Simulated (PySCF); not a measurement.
Mo(O)(NH)(F)(OH) (FH₂MoNO₂), SMILES [NH]=[Mo]([OH])([F])=[O], multiplicity 1. Geometry optimised at B3LYP-D3(BJ)/def2-SVP. The spin state was assumed, not searched. The structure was generated by enumeration; whether it is a known compound was not checked. The def2 effective core potentials stand for the cores of Mo; spin–orbit coupling is left out. Other conformers were not sampled.

Computed equilibrium geometry at B3LYP-D3(BJ)/def2-SVP (PySCF confirms it by a frequency run) as a Z-matrix (one conformer of several):
```
Mo
O 1 1.6819
N 1 1.7333 2 108.77
H 3 1.0214 1 145.06 2 1.52
F 1 1.8643 2 110.79 3 118.93
O 1 1.8773 2 109.51 3 -118.46
H 6 0.9672 1 124.85 2 127.94
```
Charge 0, spin multiplicity 1.
